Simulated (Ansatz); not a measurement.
A nudged elastic band was laid between two geometries of H5NOSSi (9 atoms, charge 0, multiplicity 1).

These are results of RKS PBE0/STO-3G in Ansatz, not measurements.

* movable images: 7
* climbing image: yes
* spring: 5.0 eV/Å²
* optimiser: lbfgs
* start path: through a guess of the saddle point
* force threshold: 0.05 eV/Å
* iteration limit: 60
* end points: relaxed

First end point:

```xyz
9
Properties=species:S:1:pos:R:3
N -0.390 0.376 -1.388
Si 0.307 0.008 0.191
O 0.889 -1.588 0.142
S -1.279 0.354 1.564
H 0.341 0.632 -2.088
H -1.027 1.201 -1.349
H 1.487 0.770 0.562
H 0.128 -2.117 -0.272
H -0.456 0.365 2.638
```

Last end point:

```xyz
9
Properties=species:S:1:pos:R:3
N -0.520 0.593 -1.405
Si 0.125 -0.068 0.090
O 0.433 -1.692 -0.335
S -1.358 0.240 1.580
H 0.146 0.468 -2.198
H -0.684 1.621 -1.341
H 1.365 0.538 0.574
H 0.943 -2.067 0.460
H -0.450 0.368 2.575
```

Question: What changes between the two ends?

Answer: No bond is made or broken. The dihedral S4–Si2–O3–H8 goes from 69 to -73°.

Question: Give the energies along the band, and the barrier.

Answer: It did not converge within its limit. The highest image is number 4 of 0 to 8, 24.5 kJ/mol above the first end and 10.8 kJ/mol above the last; the last end lies 13.7 kJ/mol above the first. The band didn't meet its force threshold, so its energies are provisional: the largest band force was still 0.06 eV/Å, and over the last iterations the top stayed at 0.25 eV. Limits of this set-up: minimal basis.

```
image  path coordinate (Å)  energy (kJ/mol)  dihedral S4–Si2–O3–H8 (°)
    0                 0.00              0.0                         69
    1                 0.57              3.0                         60
    2                 1.15              8.5                         53
    3                 1.73             14.2                         39
    4                 2.31             24.5                         -7
    5                 2.77             22.1                        -39
    6                 3.25             17.7                        -55
    7                 3.73             14.9                        -64
    8                 4.21             13.7                        -73
```

The run took 16 min on 1 thread of Arm Neoverse N1, with other jobs on the host, peak memory 0.096 GiB.
